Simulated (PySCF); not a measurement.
**UHF on Al+ (aluminium, charge +1)**

Configuration: [Ne] 3s1 3d1, high-spin 3D determinant (an excited configuration). Calculation: PySCF 2.14, in x2c-TZVPPall with one added diffuse shell each of s, p, d type (6s6p4d1f, 51 functions); scalar relativity by spin-free X2C-1e.

| Property | Result |
| --- | --- |
| Total energy | -241.706208 hartree |
| One-electron energy | -331.0239 hartree |
| Hartree (Coulomb) energy | 107.1795 hartree |
| Exchange energy | -17.8618 hartree |
| ⟨S²⟩ | 2.0001 |
| ⟨L²⟩ | 6.000 |
| Sum of ⟨r⟩ | 11.85 bohr |
| Sum of ⟨r²⟩ | 33.27 bohr² |
| Traceless quadrupole moment −½Σ⟨3z² − r²⟩ along its main axis | 6.72 e·bohr² |
| Langevin diamagnetic susceptibility | -26.4 ×10⁻⁶ cm³/mol |

| shell | electrons | mean orbital energy (eV) | spread (eV) | rms radius, mean of both spins (bohr) |
| --- | --- | --- | --- | --- |
| 1s α | 1 | -1609.2 | 0 | 0.139 |
| 1s β | 1 | -1608.9 | 0 | 0.139 |
| 2s α | 1 | -147.72 | 0 | 0.675 |
| 2s β | 1 | -147.02 | 0 | 0.675 |
| 2p α | 3 | -101.05 | 0.046 | 0.672 |
| 2p β | 3 | -100.78 | 0.065 | 0.672 |
| 3s α | 1 | -21.638 | 0 | 2.46 |
| 3d α | 1 | -6.740 | 0 | 4.85 |

The outer electron is Rydberg-like, and this basis confines it to a smaller radius and binds it less than a complete one would.

Densities and radii are taken from the X2C orbitals without a picture-change correction, which distorts them close to the nucleus.

Spin-orbit constants ζ (cm⁻¹) from the X2C one-electron operator on these orbitals: bare nucleus, nucleus screened by l(l+1)(2l+1)/3 electrons, and screened by the Breit-Pauli mean field of the electrons.

```
shell   bare  screened nucleus  mean field
   2p   2660              2251        2066
   3d  3.169            0.7312      0.4167
```

To first order the Landé constant is A = 0.2083 cm⁻¹, so the lowest level has J = 1 and lies 7.75e-05 eV below the centre of the term. This holds in LS coupling only.
